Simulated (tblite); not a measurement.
Record of a relaxation.

Compound: C₆H₈Si.
Bonds: Si1–C2, C2–C3 (aromatic), C3–C4 (aromatic), C4–C5 (aromatic), C5–C6 (aromatic), C6–C7 (aromatic), C2–C7 (aromatic). Hydrogens: H8, H9, H10 on Si1; H11 on C3; H12 on C4; H13 on C5; H14 on C6; H15 on C7.

Computed with GFN2-xTB (tblite), gas phase: L-BFGS steps from a force-field or distance-geometry start until the largest atomic force falls under 0.01 eV/Å. 6 of its 18 geometries are shown.

Step 0: E = -506.8545 eV, largest atomic force 1.302 eV/Å
```
atom  x, y, z in Å  |  force x, y, z in eV/Å
Si1     2.478   -0.028    0.221    0.385   0.062   0.077
C2      0.600   -0.003    0.043   -0.208  -0.209   0.056
C3     -0.106   -1.206   -0.125   -1.059   0.738  -0.169
C4     -1.508   -1.178   -0.263    0.631  -0.366   0.197
C5     -2.201    0.020   -0.194    0.004   0.138  -0.097
C6     -1.508    1.213   -0.025    0.733  -0.162   0.087
C7     -0.111    1.205    0.101   -0.685  -0.278  -0.105
H8      3.090    0.771   -0.870   -0.139  -0.179   0.229
H9      2.982   -1.425    0.159   -0.163   0.350   0.008
H10     2.861    0.575    1.526   -0.101  -0.149  -0.313
H11     0.394   -2.164   -0.176    0.092   0.210   0.037
H12    -2.053   -2.120   -0.393    0.243   0.423   0.034
H13    -3.287    0.034   -0.289    0.319  -0.030   0.027
H14    -2.038    2.155    0.017    0.003  -0.086   0.009
H15     0.401    2.160    0.246   -0.054  -0.461  -0.078
```

Step 3: E = -506.9172 eV, largest atomic force 0.227 eV/Å
```
atom  x, y, z in Å  |  force x, y, z in eV/Å
Si1     2.486   -0.025    0.224   -0.225   0.013  -0.031
C2      0.595   -0.008    0.048    0.089  -0.043   0.007
C3     -0.127   -1.188   -0.133    0.064   0.095   0.029
C4     -1.505   -1.178   -0.254    0.080   0.069   0.009
C5     -2.193    0.021   -0.199   -0.054   0.051   0.008
C6     -1.498    1.206   -0.023    0.017  -0.011  -0.013
C7     -0.120    1.190    0.098   -0.005  -0.109   0.006
H8      3.083    0.762   -0.858   -0.011   0.003  -0.008
H9      2.973   -1.406    0.159   -0.037   0.019  -0.005
H10     2.855    0.568    1.511   -0.005   0.012   0.022
H11     0.393   -2.137   -0.174    0.047   0.066   0.000
H12    -2.042   -2.103   -0.392   -0.041  -0.075  -0.007
H13    -3.269    0.033   -0.288   -0.029   0.002  -0.013
H14    -2.034    2.145    0.018    0.018  -0.028   0.008
H15     0.397    2.129    0.241    0.092  -0.065  -0.011
```

Step 7: E = -506.9211 eV, largest atomic force 0.074 eV/Å
```
atom  x, y, z in Å  |  force x, y, z in eV/Å
Si1     2.474   -0.023    0.223    0.071   0.012   0.015
C2      0.597   -0.009    0.048   -0.031  -0.007   0.004
C3     -0.125   -1.185   -0.131   -0.020  -0.040  -0.008
C4     -1.502   -1.175   -0.254   -0.037  -0.010   0.002
C5     -2.195    0.022   -0.198    0.018  -0.012  -0.005
C6     -1.496    1.204   -0.024   -0.033   0.004   0.009
C7     -0.119    1.185    0.100   -0.004   0.022  -0.004
H8      3.079    0.762   -0.858   -0.025   0.008  -0.006
H9      2.966   -1.401    0.158   -0.038   0.005  -0.005
H10     2.853    0.568    1.510   -0.023   0.007  -0.002
H11     0.400   -2.129   -0.174    0.027  -0.009  -0.002
H12    -2.040   -2.103   -0.391    0.014   0.002   0.003
H13    -3.272    0.033   -0.290    0.026   0.003  -0.005
H14    -2.031    2.143    0.019    0.013   0.012   0.004
H15     0.409    2.118    0.239    0.043   0.004   0.000
```

Step 10: E = -506.9217 eV, largest atomic force 0.027 eV/Å
```
atom  x, y, z in Å  |  force x, y, z in eV/Å
Si1     2.475   -0.021    0.224   -0.018   0.001  -0.003
C2      0.595   -0.010    0.049    0.014  -0.006   0.004
C3     -0.125   -1.188   -0.130    0.008   0.007  -0.004
C4     -1.504   -1.176   -0.254    0.011  -0.008   0.008
C5     -2.195    0.021   -0.198    0.020   0.007  -0.001
C6     -1.497    1.205   -0.023    0.018   0.010   0.008
C7     -0.119    1.185    0.100    0.008  -0.013  -0.002
H8      3.075    0.763   -0.859   -0.014   0.015  -0.010
H9      2.959   -1.400    0.157   -0.016  -0.012  -0.003
H10     2.849    0.570    1.511   -0.011   0.015   0.012
H11     0.406   -2.129   -0.174   -0.016  -0.004  -0.001
H12    -2.039   -2.104   -0.391   -0.014  -0.015  -0.004
H13    -3.272    0.034   -0.291    0.027   0.000  -0.002
H14    -2.029    2.144    0.020   -0.005   0.009   0.001
H15     0.417    2.114    0.238   -0.012  -0.004  -0.003
```

Step 14: E = -506.9221 eV, largest atomic force 0.022 eV/Å
```
atom  x, y, z in Å  |  force x, y, z in eV/Å
Si1     2.474   -0.019    0.224    0.007  -0.002   0.001
C2      0.595   -0.012    0.050   -0.002   0.001  -0.005
C3     -0.125   -1.189   -0.131    0.002  -0.009   0.006
C4     -1.503   -1.178   -0.253    0.001   0.009  -0.006
C5     -2.191    0.022   -0.198   -0.004  -0.005   0.004
C6     -1.494    1.206   -0.022    0.002  -0.010  -0.007
C7     -0.117    1.184    0.100    0.003   0.002   0.005
H8      3.070    0.766   -0.861   -0.012   0.002   0.008
H9      2.952   -1.401    0.156   -0.004   0.005   0.000
H10     2.845    0.573    1.513   -0.008   0.002  -0.011
H11     0.406   -2.130   -0.174   -0.004  -0.013   0.000
H12    -2.041   -2.106   -0.391    0.007   0.021   0.003
H13    -3.268    0.034   -0.293   -0.003   0.003  -0.001
H14    -2.028    2.146    0.021    0.013  -0.016   0.000
H15     0.420    2.112    0.237    0.002   0.011   0.002
```

Step 17: E = -506.9222 eV, largest atomic force 0.007 eV/Å
```
atom  x, y, z in Å  |  force x, y, z in eV/Å
Si1     2.474   -0.019    0.224    0.006  -0.002   0.000
C2      0.595   -0.012    0.049    0.002  -0.004   0.004
C3     -0.124   -1.190   -0.130   -0.001   0.000  -0.003
C4     -1.502   -1.178   -0.253   -0.005   0.001   0.002
C5     -2.191    0.022   -0.198   -0.003   0.003  -0.005
C6     -1.493    1.205   -0.022   -0.003  -0.002   0.003
C7     -0.116    1.184    0.101    0.001  -0.001  -0.004
H8      3.067    0.768   -0.861   -0.004   0.004   0.002
H9      2.950   -1.401    0.156    0.005   0.001   0.001
H10     2.842    0.575    1.512   -0.002   0.002  -0.004
H11     0.405   -2.132   -0.174    0.000  -0.001   0.003
H12    -2.041   -2.105   -0.391    0.001  -0.002  -0.001
H13    -3.267    0.035   -0.293   -0.002   0.001   0.001
H14    -2.026    2.145    0.021    0.004   0.002   0.000
H15     0.421    2.113    0.238    0.002   0.000   0.003
```

Task: Summarise the path.

Result: The energy falls by 1.56 kcal/mol from step 0 to step 17; nine tenths of that is first reached at step 3. It falls at every step. The largest force goes from 1.302 to 0.007 eV/Å. Among the bonds C3–C4 changes most, from 1.409 to 1.383 Å; the atoms move by 0.025 Å rms after alignment.

Task: Follow the three bonds and two angles with the largest change from start to end.

Result: 
```
step  E above end (kcal/mol)  largest force (eV/Å)  C3–C4 (Å)  Si1–H9 (Å)  Si1–H10 (Å)  C2–C3–H11 (°)  C2–C7–H15 (°)
   0                    1.56                 1.302      1.409       1.486        1.488          122.1          121.4
   1                    0.78                 0.521      1.384       1.479        1.480          120.8          120.7
   2                    0.38                 0.403      1.383       1.473        1.473          120.5          120.7
   3                    0.12                 0.227      1.384       1.465        1.464          119.9          120.3
   4                    0.08                 0.139      1.383       1.465        1.465          119.8          120.2
   5                    0.05                 0.085      1.383       1.465        1.466          119.7          120.0
   6                    0.04                 0.073      1.383       1.465        1.466          119.6          119.8
   7                    0.03                 0.074      1.383       1.465        1.466          119.5          119.6
   8                    0.02                 0.049      1.383       1.464        1.466          119.3          119.4
   9                    0.01                 0.042      1.384       1.464        1.465          119.2          119.3
  10                    0.01                 0.027      1.384       1.464        1.465          119.2          119.2
  11                    0.01                 0.032      1.384       1.464        1.465          119.1          119.2
  12                    0.01                 0.028      1.384       1.464        1.466          119.1          119.1
  13                    0.00                 0.020      1.384       1.464        1.466          119.2          119.2
  14                    0.00                 0.022      1.384       1.464        1.466          119.2          119.2
  15                    0.00                 0.018      1.383       1.464        1.466          119.3          119.2
  16                    0.00                 0.015      1.383       1.464        1.466          119.3          119.3
  17                    0.00                 0.007      1.383       1.464        1.466          119.3          119.3
```

The cost below is that of the whole relaxation. Time: 0.1 s wall. Hardware: one thread of an Arm Neoverse V1, no GPU (shared host).
